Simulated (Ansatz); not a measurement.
Conformers of `O[SiH](O)[SiH](Cl)Cl`, each relaxed with PBE0-D4/def2-TZVP in Ansatz. CBS adds the triple-zeta coupled-cluster correction to the MP2 limit.

Not all of them had a frequency check.

Conformer A:

```xyz
10

O    -1.200    1.378    0.752
Si   -0.337    0.591   -0.404
O    -1.383   -0.067   -1.472
Si    0.854   -1.205    0.514
Cl    2.174   -1.961   -0.864
Cl    1.919   -0.422    2.099
H    -0.731    1.975    1.338
H     0.613    1.543   -1.048
H    -1.974    0.510   -1.958
H     0.066   -2.342    1.043
```

Conformer B:

Z-matrix (Å, degrees):
```
Si
O 1 1.642
Si 1 2.346 2 103.2
O 1 1.639 2 114.4 3 117.8
H 1 1.482 2 111.6 3 -123.7
H 2 0.959 1 118.9 3 177.2
Cl 3 2.065 1 105.4 2 85.9
Cl 3 2.053 1 109.9 2 -157.0
H 3 1.480 1 118.2 2 -33.5
H 4 0.960 1 117.2 2 -72.2
```

(1) Which is lowest in electronic energy at CCSD(T)/CBS (frozen core, def2 sets), and by how much? (Estimate.)

(2) Give the energies relative to B (kJ/mol) with PBE-D4/def2-TZVPP, r2SCAN-D4/def2-TZVPP, ωB97M-V/def2-TZVPP, B2PLYP/def2-TZVPP, r2SCAN/def2-TZVPP, CCSD/def2-TZVPP, HF/CBS(def2). (Estimate.)

## Answers

(1) Computed: B; A lies 5.3 kJ/mol higher.

(2) Computed: 
```tsv
level	A
PBE-D4/def2-TZVPP	6.9
r2SCAN-D4/def2-TZVPP	5.7
ωB97M-V/def2-TZVPP	6.4
B2PLYP/def2-TZVPP	5.3
r2SCAN/def2-TZVPP	5.6
CCSD/def2-TZVPP	4.7
HF/CBS(def2)	1.6
```
